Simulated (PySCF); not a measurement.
PySCF input file for Hf(F)3(OH)(OH2) (F3H3HfO2), SMILES [OH][Hf](<-[OH2])([F])([F])[F], multiplicity 1, B3LYP-D3(BJ)/def2-SVP. Geometry optimised at B3LYP-D3(BJ)/def2-SVP. The spin state was assumed, not searched. The structure was generated by enumeration; whether it is a known compound was not checked. The def2 effective core potentials stand for the cores of Hf; spin–orbit coupling is left out. Other conformers were not sampled.

```python
import numpy as np
from pyscf import gto, scf, dft, df
from pyscf.hessian import thermo

mol = gto.M(
    atom='''
    Hf   -0.14423988   -0.01112982    0.00000000
    F     0.38468548    0.83034647   -1.67426029
    F    -0.04617828   -1.93684359    0.00000001
    F     0.38468548    0.83034649    1.67426027
    O    -2.03596918    0.33301874   -0.00000000
    H    -2.96593639    0.55851969   -0.00000001
    O     2.23352326   -0.07611431   -0.00000000
    H     2.63102050    0.33647369    0.78169613
    H     2.63102051    0.33647368   -0.78169615
    ''',
    basis='def2-SVP',
    ecp={'Hf': 'def2-svp'},
    charge=0,
    spin=0,
    max_memory=1600,
    verbose=3,
)
mf = dft.RKS(mol, xc='b3lyp').density_fit(auxbasis='def2-universal-jkfit')
mf.disp = 'd3bj'
mf.grids.level = 3
mf.conv_tol = 1e-11
mf.max_cycle = 100
mf.kernel()

# [left out here: the lines that compute and print the analytic Hessian (its translational invariance restored by hand, since the grid's response is missing), thermochemistry and intensities]
```

Log of the run:

```
converged SCF energy = -499.828347017012

WARN: DFTD3 does not support analytical Hessian, using finite difference


WARN: Mole.unit (angstrom) is changed to Bohr

Mode                                 0                   1                   2
Irrep
Freq [cm^-1]                       81.7416             89.6798            146.5572
Reduced mass [au]                   3.8242              6.7961              4.9314
Force const [Dyne/A]                0.0151              0.0322              0.0624
Char temp [K]                     117.6080            129.0292            210.8631
Normal mode                   x     y     z       x     y     z       x     y     z
       0  Hf                 0.00 -0.00 -0.01   -0.00  0.01 -0.00    0.00  0.00  0.03
       1   F                -0.04 -0.04 -0.03    0.01  0.08  0.05    0.01 -0.07 -0.00
       2   F                -0.00 -0.00 -0.09    0.04  0.01 -0.00    0.00  0.00 -0.14
       3   F                 0.04  0.04 -0.03    0.01  0.08 -0.05   -0.01  0.07 -0.00
       4   O                 0.00  0.00  0.09   -0.02 -0.10  0.00   -0.00 -0.00 -0.06
       5   H                 0.00  0.00  0.15   -0.05 -0.20  0.00   -0.00 -0.00 -0.23
       6   O                 0.00  0.00  0.15    0.01 -0.15  0.00   -0.00 -0.00 -0.05
       7   H                -0.18  0.22  0.12    0.03 -0.16 -0.00    0.11  0.11 -0.17
       8   H                 0.18 -0.22  0.12    0.03 -0.16  0.00   -0.11 -0.11 -0.17
Mode                                 3                   4                   5
Irrep
Freq [cm^-1]                      147.7690            184.0427            191.5505
Reduced mass [au]                   5.3805              3.2180              6.7564
Force const [Dyne/A]                0.0692              0.0642              0.1461
Char temp [K]                     212.6067            264.7965            275.5986
Normal mode                   x     y     z       x     y     z       x     y     z
       0  Hf                -0.00 -0.03  0.00    0.00  0.00  0.01    0.02  0.01 -0.00
       1   F                 0.02  0.09  0.07   -0.10  0.04  0.00    0.00  0.00 -0.01
       2   F                -0.05 -0.04 -0.00   -0.00 -0.00  0.03   -0.18 -0.00 -0.00
       3   F                 0.02  0.09 -0.07    0.10 -0.04  0.00    0.00  0.00  0.01
       4   O                 0.02  0.06 -0.00   -0.00 -0.00 -0.12    0.00 -0.12  0.00
       5   H                 0.06  0.22 -0.00   -0.00 -0.00 -0.43   -0.05 -0.31  0.00
       6   O                 0.01  0.05 -0.00    0.00 -0.00  0.03    0.02  0.04 -0.00
       7   H                -0.11  0.19 -0.00   -0.13  0.17  0.01    0.00  0.05  0.00
       8   H                -0.11  0.19  0.00    0.13 -0.17  0.01    0.00  0.05 -0.00
Mode                                 6                   7                   8
Irrep
Freq [cm^-1]                      203.4503            241.0594            289.2064
Reduced mass [au]                   6.6055              1.1617              5.4048
Force const [Dyne/A]                0.1611              0.0398              0.2663
Char temp [K]                     292.7196            346.8308            416.1037
Normal mode                   x     y     z       x     y     z       x     y     z
       0  Hf                -0.03  0.01  0.00    0.00  0.00  0.00   -0.02 -0.00  0.00
       1   F                 0.13 -0.04  0.02   -0.04 -0.03 -0.01   -0.02 -0.01  0.01
       2   F                 0.02  0.02 -0.00   -0.00  0.00 -0.04   -0.01  0.00 -0.00
       3   F                 0.13 -0.04 -0.02    0.04  0.03 -0.01   -0.02 -0.01 -0.01
       4   O                -0.04 -0.03 -0.00    0.00 -0.00 -0.01   -0.01  0.02  0.00
       5   H                -0.08 -0.19 -0.00    0.00 -0.00 -0.16   -0.01  0.00 -0.00
       6   O                 0.02  0.03 -0.00   -0.00 -0.00  0.01    0.22  0.01 -0.00
       7   H                -0.10  0.15 -0.00   -0.03 -0.56  0.32    0.26 -0.02 -0.01
       8   H                -0.10  0.15  0.00    0.03  0.56  0.32    0.26 -0.02  0.01
Mode                                 9                  10                  11
Irrep
Freq [cm^-1]                      318.0519            318.3919            382.0124
Reduced mass [au]                   1.4479              1.3457              1.4483
Force const [Dyne/A]                0.0863              0.0804              0.1245
Char temp [K]                     457.6059            458.0951            549.6308
Normal mode                   x     y     z       x     y     z       x     y     z
       0  Hf                 0.00 -0.00 -0.01    0.00 -0.01  0.00   -0.00 -0.00 -0.00
       1   F                 0.03  0.01 -0.00   -0.02  0.01  0.00    0.03  0.01  0.03
       2   F                 0.00 -0.00  0.01    0.01 -0.01 -0.00   -0.00 -0.02 -0.00
       3   F                -0.03 -0.01 -0.00   -0.02  0.01 -0.00    0.03  0.01 -0.03
       4   O                 0.00  0.00  0.13    0.03  0.12 -0.00   -0.00  0.02 -0.00
       5   H                -0.00 -0.00 -0.82   -0.19 -0.82  0.00   -0.04 -0.12  0.00
       6   O                -0.00 -0.00 -0.00    0.00 -0.01  0.00   -0.07  0.10  0.00
       7   H                -0.02  0.03 -0.01   -0.07  0.07 -0.00    0.40 -0.41  0.02
       8   H                 0.02 -0.03 -0.01   -0.07  0.07  0.00    0.40 -0.41 -0.02
Mode                                12                  13                  14
Irrep
Freq [cm^-1]                      524.5597            622.5713            630.2706
Reduced mass [au]                   1.3886             17.8545              9.1385
Force const [Dyne/A]                0.2251              4.0773              2.1388
Char temp [K]                     754.7246            895.7415            906.8191
Normal mode                   x     y     z       x     y     z       x     y     z
       0  Hf                 0.00 -0.00 -0.00   -0.01 -0.01  0.00    0.00  0.00  0.03
       1   F                 0.02 -0.03  0.05    0.04  0.07 -0.13    0.04  0.06 -0.12
       2   F                 0.00  0.00 -0.00    0.00 -0.02 -0.00    0.00 -0.00 -0.01
       3   F                -0.02  0.03  0.05    0.04  0.07  0.13   -0.04 -0.06 -0.12
       4   O                -0.00  0.00 -0.00    0.03 -0.00 -0.00   -0.00 -0.00 -0.01
       5   H                -0.00 -0.00  0.04    0.02 -0.01  0.00   -0.00  0.00  0.03
       6   O                -0.00  0.00 -0.10    0.01  0.00 -0.00   -0.00 -0.00 -0.02
       7   H                -0.57  0.08  0.15    0.04 -0.03  0.00   -0.17  0.01  0.06
       8   H                 0.57 -0.08  0.15    0.04 -0.03 -0.00    0.17 -0.01  0.06
Mode                                15                  16                  17
Irrep
Freq [cm^-1]                      647.3444            715.1940           1586.6567
Reduced mass [au]                  19.1443              9.1108              1.0863
Force const [Dyne/A]                4.7267              2.7457              1.6113
Char temp [K]                     931.3844           1029.0049           2282.8457
Normal mode                   x     y     z       x     y     z       x     y     z
       0  Hf                 0.00 -0.03  0.00   -0.02  0.00  0.00    0.00 -0.00 -0.00
       1   F                -0.00  0.01 -0.00   -0.00 -0.01  0.02    0.00 -0.00 -0.00
       2   F                -0.01  0.21  0.00    0.00  0.03  0.00   -0.00 -0.00 -0.00
       3   F                -0.00  0.01  0.00   -0.00 -0.01 -0.02    0.00 -0.00  0.00
       4   O                -0.02  0.01 -0.00    0.22 -0.04 -0.00   -0.00  0.00 -0.00
       5   H                -0.02 -0.01  0.00    0.23 -0.03  0.00   -0.00 -0.00 -0.00
       6   O                -0.00  0.01 -0.00   -0.01  0.00 -0.00   -0.05 -0.04  0.00
       7   H                 0.03 -0.03  0.00   -0.00 -0.01 -0.00    0.40  0.36 -0.41
       8   H                 0.03 -0.03 -0.00   -0.00 -0.01  0.00    0.40  0.36  0.41
Mode                                18                  19                  20
Irrep
Freq [cm^-1]                     3778.1385           3875.3232           3991.8910
Reduced mass [au]                   1.0447              1.0839              1.0701
Force const [Dyne/A]                8.7859              9.5911             10.0465
Char temp [K]                    5435.9001           5575.7272           5743.4424
Normal mode                   x     y     z       x     y     z       x     y     z
       0  Hf                 0.00  0.00  0.00    0.00 -0.00  0.00   -0.00  0.00 -0.00
       1   F                -0.00  0.00 -0.00    0.00  0.00 -0.00   -0.00 -0.00  0.00
       2   F                -0.00 -0.00 -0.00   -0.00  0.00 -0.00   -0.00  0.00 -0.00
       3   F                -0.00  0.00  0.00   -0.00 -0.00 -0.00   -0.00 -0.00 -0.00
       4   O                -0.00 -0.00 -0.00   -0.00  0.00 -0.00    0.06 -0.01  0.00
       5   H                -0.00  0.00  0.00    0.00 -0.00  0.00   -0.94  0.23 -0.00
       6   O                 0.03  0.03  0.00    0.00  0.00 -0.07   -0.00 -0.00 -0.00
       7   H                -0.27 -0.27 -0.57    0.28  0.29  0.54    0.00  0.00  0.00
       8   H                -0.27 -0.27  0.57   -0.28 -0.29  0.54    0.00  0.00 -0.00
temperature 298.1500 [K]
pressure 101325.00 [Pa]
Rotational constants [GHz] 2.43411 1.81752 1.76755
Symmetry number 1
Zero-point energy (ZPE) 0.04321 [Eh]   113438.657 [J/mol]
                           tot       elec      trans        rot        vib
Entropy [J/mol/K]       415.705      0.000    178.591    117.612    119.502
Cv [J/mol/K]            135.703      0.000     12.472     12.472    110.760
Cp [J/mol/K]            144.018      0.000     20.786     12.472    110.760
Internal energy [J/mol]                      3718.434   3718.434 132702.623
Internal energy [Eh]   -499.77497  -499.82835
Enthalpy [J/mol]                             6197.391   3718.434 132702.623
Enthalpy [Eh]          -499.77403
Gibbs free energy [J/mol]                  -47049.519 -31347.652  97073.130
Gibbs free energy [Eh] -499.82123
mode   freq/cm-1   IR/(km/mol)
   1       81.74         0.965
   2       89.68         9.588
   3      146.56         0.609
   4      147.77        12.006
   5      184.04        11.504
   6      191.55         6.829
   7      203.45       105.794
   8      241.06        35.441
   9      289.21         1.229
  10      318.05       172.283
  11      318.39       143.682
  12      382.01       277.585
  13      524.56         1.782
  14      622.57        65.897
  15      630.27       179.054
  16      647.34       143.116
  17      715.19       124.819
  18     1586.66        94.681
  19     3778.14        79.219
  20     3875.32       145.289
  21     3991.89       258.349
max |gradient| / (hartree/bohr): 0.00011922679553742489
APT charges: [ 2.8247 -0.7246 -0.7071 -0.7246 -1.0874  0.3959 -0.6326  0.3278  0.3278]
```

The calculation finished and met its thresholds.
